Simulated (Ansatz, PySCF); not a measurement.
C3H10Si3, SMILES C=C1[SiH2][SiH2][C@H]1[SiH3].

Coordinates come from a B3LYP-D3(BJ)/def2-SVP optimisation. The structure was generated by enumeration; whether it is a known compound was not checked.

Vertical ionisation energy (IE) and electron affinity (EA) in eV. Rows of orbital energies are one-electron estimates. Where ΔSCF, EOM or ADC give a negative EA the extra electron is unbound and the value depends on the basis.

```json
[
 {"level": "−ε(HOMO), −ε(LUMO), CAM-B3LYP/def2-TZVP (PySCF)", "IE": "8.45", "EA": "-0.22"},
 {"level": "−ε(HOMO), −ε(LUMO), PBE/def2-TZVP (PySCF)", "IE": "?", "EA": "?"},
 {"level": "ΔSCF, PBE0/def2-SVPD (Ansatz), final states of multiplicity 2 and 2", "IE": "8.91", "EA": "-0.58"},
 {"level": "ΔSCF, PBE/def2-SVPD (Ansatz), final states of multiplicity 2 and 2", "IE": "8.76", "EA": "-0.44"}
]
```

Complete the blanks. (The exact figures need the calculation; the answer reports its results.)


- −ε(HOMO), −ε(LUMO), PBE/def2-TZVP (PySCF), IE: 6.17
- −ε(HOMO), −ε(LUMO), PBE/def2-TZVP (PySCF), EA: 1.84

What vertical singlet–triplet gap does ΔSCF give with PBE0/def2-SVPD (Ansatz, a first-principles code) and with PBE/def2-SVPD (Ansatz)? (The exact figures need the calculation; the answer reports its results.)

3.67 and 3.72 eV (triplet above singlet where positive).
